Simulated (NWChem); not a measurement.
Species: CrHS$_{2}$OCl; SMILES [S]=[Cr]([OH])(=[S])[Cl]

```xyz
6

Cr    -0.0063     0.0696    -0.2123
S     -1.6116     0.9996     0.5176
S      1.6457     0.8856     0.5525
Cl    -0.0688    -1.9923     0.3429
O     -0.0137     0.2264    -1.9400
H      0.8848     0.2228    -2.3347
```
Atoms are numbered in this order, from 1.

All runs: NWChem. Pople sets run with spherical d functions. Medium grid unless said otherwise, to which SCAN and Minnesota functionals are sensitive. Structure relaxed at the PBE-D3(BJ)/def2-SVP level. Not confirmed as a minimum by frequencies. Hybrids' shares of exact exchange are those that their runs print; pure functionals count as 0. The functionals differ in more than this share.

```
row            share of exact exchange  highest occupied level (eV)
-------------  -----------------------  ---------------------------
PBE/6-31G*                        0.00                        -6.54
KT2/6-31G*                        0.00                        -6.62
B3LYP/6-31G*                      0.20                        -7.43
M06/6-31G*                        0.27                     withheld
MPW1K/6-31G*                      0.43                        -8.60
M05-2X/6-31G*                     0.56                        -8.82
```

Question: Fit a straight line of the last column on the one before it, predict the withheld value, and compare with the run.

Answer: 
1. Means of the 5 shown rows: x = 0.238, y = -7.602. Slope Σ(x − x̄)(y − ȳ)/Σ(x − x̄)² = -1.077/0.2553 = -4.218; intercept -6.598.
2. The shown rows scatter about the line by 0.109 (root mean square); the largest residual is -0.19, at MPW1K/6-31G*.
3. At x = 0.27 (M06/6-31G*; inside the shown range) the line gives -7.74.
4. The run gives -7.67, +0.07 from the line, 0.6 times the scatter.
